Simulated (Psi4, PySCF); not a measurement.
Here is a job for Psi4.
```
memory 2 GB

molecule mol {
0 2
C     1.268255   -0.686968    0.054276
C     0.070854    0.067688   -0.355768
C    -1.220381   -0.705141    0.015714
O     0.035776    1.377536    0.162533
H     1.923796   -0.307139    0.812966
H     1.476189   -1.640382   -0.387285
H     0.061400    0.203094   -1.449141
H    -2.088076   -0.127157   -0.291308
H    -1.262361   -0.863778    1.091595
H    -1.234941   -1.668954   -0.483606
H     0.125418    1.330557    1.121190
}

set {
  basis 6-31g*
  reference uhf
  freeze_core true
  mp2_type conv
  scf_type pk
  puream true
  d_convergence 1e-8
}

energy('mp2')
print_variables()
```

### Question
Give the equivalent PySCF input.

### Answer
One answer among several that fit: 
```python
from pyscf import gto, scf, mp

mol = gto.Mole()
mol.atom = '''
    C     1.26825508   -0.68696850    0.05427580
    C     0.07085415    0.06768755   -0.35576841
    C    -1.22038065   -0.70514127    0.01571359
    O     0.03577551    1.37753649    0.16253306
    H     1.92379626   -0.30713910    0.81296565
    H     1.47618939   -1.64038176   -0.38728526
    H     0.06139987    0.20309353   -1.44914062
    H    -2.08807624   -0.12715673   -0.29130831
    H    -1.26236100   -0.86377771    1.09159501
    H    -1.23494149   -1.66895370   -0.48360641
    H     0.12541777    1.33055682    1.12118969
'''
mol.basis = '6-31g*'
mol.spin = 1
mol.verbose = 3
mol.build()

mf = scf.UHF(mol)
mf.kernel()

pt = mp.MP2(mf, frozen=4)
pt.kernel()
print('E(MP2) = %.10f' % pt.e_tot)
```

Both were run: Psi4 gave -193.018491 Eh and PySCF -193.018491 Eh, 0.000 mEh apart.
